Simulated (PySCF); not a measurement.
PySCF input for CH8ClFSi3, SMILES C[Si@H](Cl)[Si@@H](F)[SiH3], PBE-D3(BJ)/def2-SVP. Geometry: PBE-D3(BJ)/def2-SVP. The structure was generated by enumeration; whether it is a known compound was not checked. The values are those of a single conformer.

```python
import numpy as np
from pyscf import gto, scf, dft, df
from pyscf.hessian import thermo

mol = gto.M(
    atom='''
    C     1.84194887   -1.38358453    1.03911335
    Si    1.41137069   -0.06084395   -0.22606528
    Cl    1.26537829    1.81317578    0.72878638
    Si   -0.77434586   -0.30709931   -1.05672411
    F    -1.01859464   -1.86865896   -1.55224662
    Si   -2.27059311    0.20319756    0.69339626
    H     2.83105704   -1.18515760    1.49836579
    H     1.07892739   -1.41862995    1.84197116
    H     1.87429273   -2.37541458    0.54221133
    H     2.48490024    0.04842147   -1.27415423
    H    -1.01738667    0.59667353   -2.23794673
    H    -1.81383495   -0.46723504    1.96190361
    H    -2.31001421    1.69090060    0.90678033
    H    -3.65375790   -0.28766898    0.35854319
    ''',
    basis='def2-SVP',
    charge=0,
    spin=0,
    max_memory=1600,
    verbose=3,
)
mf = dft.RKS(mol, xc='pbe').density_fit(auxbasis='def2-universal-jkfit')
mf.disp = 'd3bj'
mf.grids.level = 3
mf.conv_tol = 1e-11
mf.max_cycle = 100
mf.kernel()

# [left out here: the lines that compute and print the analytic Hessian (its translational invariance restored by hand, since the grid's response is missing), thermochemistry and intensities]
```

Log of the run:

```
converged SCF energy = -1470.23151510647

WARN: DFTD3 does not support analytical Hessian, using finite difference


WARN: Mole.unit (angstrom) is changed to Bohr

Mode                                 0                   1                   2
Irrep
Freq [cm^-1]                       28.4801             53.4892             77.7976
Reduced mass [au]                   5.3583              5.9219              3.1159
Force const [Dyne/A]                0.0026              0.0100              0.0111
Char temp [K]                      40.9765             76.9590            111.9335
Normal mode                   x     y     z       x     y     z       x     y     z
       0   C                -0.05  0.03  0.11   -0.04 -0.00 -0.04   -0.17 -0.02 -0.01
       1  Si                 0.00 -0.03  0.03   -0.02  0.03 -0.01   -0.02  0.03 -0.01
       2  Cl                 0.03  0.02 -0.07    0.10  0.03  0.01    0.00  0.02  0.01
       3  Si                 0.00  0.02  0.01   -0.03  0.01  0.01   -0.00  0.00 -0.04
       4   F                -0.02  0.06 -0.09    0.05 -0.02  0.05    0.06 -0.03  0.02
       5  Si                 0.00 -0.07  0.04   -0.08 -0.05 -0.02    0.07 -0.01  0.03
       6   H                -0.06  0.04  0.12   -0.01 -0.07 -0.08   -0.17 -0.12  0.03
       7   H                -0.07  0.08  0.09   -0.01  0.04 -0.00   -0.21  0.03 -0.04
       8   H                -0.05  0.00  0.16   -0.13 -0.00 -0.05   -0.24 -0.02 -0.03
       9   H                 0.02 -0.11  0.04   -0.05 -0.01 -0.04    0.03 -0.00  0.04
      10   H                 0.03  0.11  0.07   -0.06 -0.03 -0.01   -0.08 -0.05 -0.07
      11   H                -0.01 -0.15 -0.00   -0.18 -0.16 -0.05    0.22  0.08  0.03
      12   H                 0.02 -0.08  0.13   -0.00 -0.06  0.08   -0.01 -0.00 -0.04
      13   H                -0.00 -0.04  0.01   -0.10  0.06 -0.12    0.08 -0.13  0.17
Mode                                 3                   4                   5
Irrep
[...]
      11   H                -0.00  0.04  0.03    0.08 -0.03 -0.05    0.37 -0.15 -0.21
      12   H                 0.04  0.00 -0.05    0.07  0.01 -0.03    0.34  0.06 -0.30
      13   H                 0.02  0.02 -0.08    0.01 -0.03 -0.01    0.15 -0.17 -0.37
Mode                                21                  22                  23
Irrep
Freq [cm^-1]                      847.8476            868.9807            895.7036
Reduced mass [au]                   1.7732              1.4946              1.0340
Force const [Dyne/A]                0.7510              0.6650              0.4888
Char temp [K]                    1219.8639           1250.2697           1288.7181
Normal mode                   x     y     z       x     y     z       x     y     z
       0   C                -0.04  0.02  0.05    0.08 -0.01 -0.03   -0.01 -0.00  0.00
       1  Si                 0.01 -0.02 -0.01   -0.04  0.02 -0.01    0.00 -0.00 -0.00
       2  Cl                 0.00  0.00 -0.00    0.00 -0.00  0.00   -0.00 -0.00  0.00
       3  Si                 0.01  0.07  0.04    0.01  0.05  0.03   -0.01 -0.00 -0.00
       4   F                -0.01 -0.09 -0.04   -0.01 -0.06 -0.03    0.00  0.00  0.00
       5  Si                 0.02 -0.01 -0.02    0.01 -0.01 -0.01   -0.02  0.00 -0.02
       6   H                 0.04  0.02 -0.14   -0.03 -0.16  0.26    0.00  0.01 -0.02
       7   H                 0.09 -0.23  0.16   -0.15  0.23 -0.23    0.01 -0.02  0.02
       8   H                 0.03  0.12 -0.17   -0.10 -0.09  0.12    0.01  0.01 -0.01
       9   H                -0.10  0.38 -0.08    0.27 -0.33  0.27   -0.02  0.03 -0.02
      10   H                 0.01 -0.18 -0.16   -0.03 -0.12 -0.09    0.05  0.02 -0.00
      11   H                -0.12  0.17  0.13   -0.03  0.19  0.11   -0.09  0.38  0.22
      12   H                -0.17 -0.04  0.16   -0.09 -0.04  0.19    0.55 -0.05  0.47
      13   H                -0.09  0.18  0.13   -0.06  0.13  0.05    0.16 -0.45 -0.05
Mode                                24                  25                  26
Irrep
Freq [cm^-1]                      903.0397           1211.6328           1371.5860
Reduced mass [au]                   1.0701              1.2479              1.0476
Force const [Dyne/A]                0.5141              1.0794              1.1612
Char temp [K]                    1299.2730           1743.2699           1973.4069
Normal mode                   x     y     z       x     y     z       x     y     z
       0   C                 0.01 -0.00  0.00   -0.03  0.09 -0.09    0.05 -0.00 -0.02
       1  Si                -0.01  0.00 -0.00    0.00 -0.01  0.00    0.01 -0.00 -0.00
       2  Cl                 0.00 -0.00 -0.00   -0.00  0.00  0.00   -0.00 -0.00  0.00
       3  Si                 0.01  0.03  0.01    0.00  0.00 -0.00   -0.00 -0.00  0.00
       4   F                -0.01 -0.02 -0.01    0.00 -0.00 -0.00    0.00  0.00  0.00
       5  Si                 0.01  0.02 -0.01   -0.00  0.00 -0.00   -0.00  0.00 -0.00
       6   H                 0.00 -0.02  0.03   -0.06 -0.43  0.24   -0.17  0.47  0.23
       7   H                -0.02  0.02 -0.02    0.27 -0.39  0.20    0.11 -0.39  0.03
       8   H                -0.01 -0.01  0.01    0.13 -0.19  0.47   -0.69 -0.06  0.06
       9   H                 0.03 -0.02  0.04   -0.02  0.01 -0.00   -0.01  0.00 -0.02
      10   H                -0.01 -0.09 -0.07   -0.01 -0.00 -0.00    0.00  0.00  0.00
      11   H                -0.52 -0.43 -0.05   -0.00  0.00 -0.00   -0.00  0.00 -0.00
      12   H                 0.13  0.05 -0.23    0.00  0.00  0.00    0.00 -0.00  0.00
      13   H                 0.05 -0.42  0.46   -0.00 -0.00  0.00   -0.00 -0.00  0.00
Mode                                27                  28                  29
Irrep
Freq [cm^-1]                     1379.2329           2141.0213           2151.3809
Reduced mass [au]                   1.0492              1.0410              1.0214
Force const [Dyne/A]                1.1759              2.8115              2.7853
Char temp [K]                    1984.4091           3080.4529           3095.3581
Normal mode                   x     y     z       x     y     z       x     y     z
       0   C                 0.02  0.04  0.04    0.00  0.00  0.00   -0.00  0.00 -0.00
       1  Si                 0.00  0.00  0.00    0.00  0.00 -0.01   -0.00 -0.00  0.00
       2  Cl                -0.00  0.00 -0.00    0.00  0.00  0.00   -0.00 -0.00 -0.00
       3  Si                -0.00 -0.00  0.00    0.01 -0.02  0.03   -0.00  0.00 -0.00
       4   F                 0.00  0.00 -0.00    0.00  0.00  0.00   -0.00  0.00  0.00
       5  Si                 0.00  0.00  0.00   -0.00  0.00 -0.00   -0.01 -0.01  0.02
       6   H                 0.27 -0.05 -0.50    0.00 -0.00  0.00   -0.00  0.00 -0.00
       7   H                -0.43 -0.37 -0.41   -0.00  0.00 -0.00   -0.00 -0.00  0.00
       8   H                -0.10 -0.13  0.34   -0.00  0.00 -0.00    0.00 -0.00  0.00
       9   H                -0.01 -0.02 -0.01   -0.15 -0.02  0.15    0.09  0.01 -0.10
      10   H                 0.00  0.00 -0.00   -0.15  0.56 -0.74    0.01 -0.05  0.06
      11   H                 0.00 -0.00  0.00    0.00 -0.01  0.02   -0.22  0.31 -0.59
      12   H                -0.00 -0.00 -0.00   -0.00 -0.11 -0.01    0.00 -0.36 -0.04
      13   H                 0.00  0.00 -0.00    0.12  0.05  0.03    0.53  0.19  0.14
Mode                                30                  31                  32
Irrep
Freq [cm^-1]                     2157.6048           2166.2478           2176.7736
Reduced mass [au]                   1.0423              1.0509              1.0497
Force const [Dyne/A]                2.8589              2.9054              2.9305
Char temp [K]                    3104.3129           3116.7483           3131.8925
Normal mode                   x     y     z       x     y     z       x     y     z
       0   C                 0.00 -0.00  0.00   -0.00 -0.00  0.00    0.00  0.00  0.00
       1  Si                 0.02  0.00 -0.02    0.00  0.00 -0.00   -0.00 -0.00  0.00
       2  Cl                 0.00 -0.00  0.00   -0.00 -0.00  0.00   -0.00  0.00  0.00
       3  Si                -0.00  0.00 -0.01   -0.00  0.00 -0.00    0.00 -0.00  0.00
       4   F                 0.00  0.00  0.00    0.00  0.00  0.00    0.00  0.00  0.00
       5  Si                 0.00 -0.00  0.01   -0.03  0.00 -0.02   -0.01 -0.04  0.00
       6   H                 0.00  0.00  0.00   -0.00  0.00  0.00    0.00 -0.00 -0.00
       7   H                 0.00  0.01 -0.00    0.00 -0.00  0.00   -0.00  0.00 -0.00
       8   H                 0.00 -0.00 -0.00   -0.00 -0.00 -0.00   -0.00  0.00 -0.00
       9   H                -0.67 -0.08  0.66   -0.06 -0.01  0.06    0.02  0.00 -0.01
      10   H                 0.04 -0.12  0.16    0.02 -0.08  0.11   -0.01  0.05 -0.06
      11   H                -0.05  0.07 -0.14    0.18 -0.28  0.52   -0.07  0.09 -0.20
      12   H                 0.00 -0.00  0.00   -0.01 -0.04 -0.01   -0.02  0.89  0.13
      13   H                -0.00 -0.00 -0.00    0.67  0.24  0.16    0.25  0.08  0.06
Mode                                33                  34                  35
Irrep
Freq [cm^-1]                     2975.4961           3078.2242           3088.0474
Reduced mass [au]                   1.0345              1.1022              1.1036
Force const [Dyne/A]                5.3963              6.1532              6.2003
Char temp [K]                    4281.0764           4428.8793           4443.0127
Normal mode                   x     y     z       x     y     z       x     y     z
       0   C                -0.01  0.04 -0.03    0.01  0.06  0.06    0.09  0.01 -0.02
       1  Si                 0.00 -0.00  0.00   -0.00  0.00  0.00    0.00  0.00 -0.00
       2  Cl                -0.00  0.00  0.00    0.00 -0.00 -0.00   -0.00 -0.00  0.00
       3  Si                 0.00  0.00 -0.00   -0.00  0.00 -0.00   -0.00  0.00 -0.00
       4   F                 0.00 -0.00  0.00    0.00 -0.00  0.00    0.00 -0.00  0.00
       5  Si                 0.00 -0.00  0.00    0.00  0.00  0.00   -0.00  0.00 -0.00
       6   H                 0.49  0.11  0.22   -0.41 -0.07 -0.18   -0.57 -0.12 -0.27
       7   H                -0.37 -0.01  0.38    0.27  0.02 -0.28   -0.47 -0.02  0.51
       8   H                 0.02 -0.55 -0.29    0.02 -0.66 -0.32    0.01  0.03  0.01
       9   H                -0.00  0.00 -0.00    0.00  0.00 -0.00   -0.00 -0.00  0.00
      10   H                -0.00 -0.00  0.00   -0.00 -0.00 -0.00   -0.00  0.00 -0.00
      11   H                 0.00 -0.00 -0.00   -0.00  0.00 -0.00    0.00 -0.00  0.00
      12   H                 0.00  0.00 -0.00    0.00 -0.00 -0.00    0.00 -0.00  0.00
      13   H                -0.00  0.00 -0.00    0.00 -0.00 -0.00   -0.00  0.00  0.00
temperature 298.1500 [K]
pressure 101325.00 [Pa]
Rotational constants [GHz] 1.61399 0.99337 0.76642
Symmetry number 1
Zero-point energy (ZPE) 0.08187 [Eh]   214948.494 [J/mol]
                           tot       elec      trans        rot        vib
Entropy [J/mol/K]       449.293      0.000    171.946    125.306    152.041
Cv [J/mol/K]            158.874      0.000     12.472     12.472    133.930
Cp [J/mol/K]            167.188      0.000     20.786     12.472    133.930
Internal energy [J/mol]                      3718.434   3718.434 237263.156
Internal energy [Eh]   -1470.13831  -1470.23152
Enthalpy [J/mol]                             6197.391   3718.434 237263.156
Enthalpy [Eh]          -1470.13737
Gibbs free energy [J/mol]                  -45068.378 -33641.453 191932.122
Gibbs free energy [Eh] -1470.18839
mode   freq/cm-1   IR/(km/mol)
   1       28.48         1.327
   2       53.49         2.632
   3       77.80         2.258
   4      113.29         0.490
   5      148.73         6.203
   6      150.55         1.553
   7      162.14         1.436
   8      199.76         2.768
   9      227.58         7.187
  10      367.49         1.838
  11      441.91         6.289
  12      468.54         3.498
  13      490.62        11.666
  14      511.41        39.704
  15      626.68         5.015
  16      671.85        40.168
  17      689.91       183.804
  18      715.69        41.903
  19      767.58        53.665
  20      789.99        92.449
  21      820.29       171.443
  22      847.85        68.775
  23      868.98        59.316
  24      895.70        31.513
  25      903.04        47.118
  26     1211.63        17.995
  27     1371.59         5.003
  28     1379.23         3.938
  29     2141.02        62.822
  30     2151.38        59.393
  31     2157.60       110.089
  32     2166.25        94.750
  33     2176.77        63.322
  34     2975.50         0.469
  35     3078.22         0.399
  36     3088.05         0.195
max |gradient| / (hartree/bohr): 0.00016240931137303583
APT charges: [-0.3743  1.0291 -0.5026  0.872  -0.5761  0.5855  0.0295  0.0434  0.0373
 -0.2748 -0.2561 -0.2038 -0.1955 -0.2136]
```

The calculation finished and met its thresholds.

Cost: about 5 core-minutes (a rough figure).
